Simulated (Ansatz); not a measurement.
`C[Se][Ga]([Cl])[Cl]` + PH₃ → `C[Se]P` + `[Cl][GaH][Cl]` at 400 K and 1 bar (ligand exchange at the Se–Ga bond).

Gas-phase electronic energies from Ansatz, PBE0-D4/def2-TZVP geometries. CCSD(T)/CBS adds triple-zeta CCSD(T) − MP2 to the extrapolated MP2 energy (def2 sets, frozen cores). This one scheme is used for every species. For Ga, Se outer-core shells are correlated without core-valence functions, which leaves a few kJ/mol of doubt a bond. Scalar relativity is left out up to krypton. One conformer a species, not always the lowest.

| species | CCSD(T)/CBS energy (Eh) | H − E (kJ/mol) | S (J/(mol·K)) |
| --- | --- | --- | --- |
| `C[Se][Ga]([Cl])[Cl]` | -5284.21390 | 143.9 | 442.4 |
| PH₃ | -342.72256 | 77.1 | 221.7 |
| `C[Se]P` | -2782.70431 | 172.0 | 349.5 |
| `[Cl][GaH][Cl]` | -2844.19972 | 45.5 | 319.5 |

H − E and S are ideal-gas, rigid-rotor, harmonic terms from PBE0-D4/def2-TZVP, for one conformer and one mirror image of each species. 1 Eh = 2625.50 kJ/mol, R = 8.31446 J/(mol·K).

Problem. By hand: ΔE, ΔH, ΔS and ΔG.

Solution. ΔE = (-2782.70431) + (-2844.19972) − (-5284.21390) − (-342.72256) = 0.03243 Eh = 85.1 kJ/mol. Δ(H − E) = 172.0 + 45.5 − 143.9 − 77.1 = -3.5, so ΔH = 81.6 kJ/mol. ΔS = 349.5 + 319.5 − 442.4 − 221.7 = 4.9 J/(mol·K). ΔG = 81.6 − 400 × (4.9)/1000 = 79.6 kJ/mol.

Problem. By hand: the equilibrium constant, and the temperature at which ΔG would vanish if ΔH and ΔS stayed fixed.

Solution. log₁₀ K = −ΔG/(RT ln 10) = -10.4. ΔG = 0 at ΔH/ΔS = 16653 K, far beyond where these terms or the molecules hold.

The number of gas molecules stays the same, so ΔS is small and ΔH decides. A doubt of 5 kJ/mol in ΔE shifts log₁₀ K by 0.7 here. Other conformers and mirror images would add mixing entropy, several J/(mol·K) or more a flexible species. Modes under 60 cm⁻¹, often nearly free rotors, make the harmonic entropy too high. These are equilibria of isolated gas molecules and say nothing of rates. Largest T1 diagnostic: 0.013 (customary marks: 0.02 for closed shells, 0.045 for open ones).
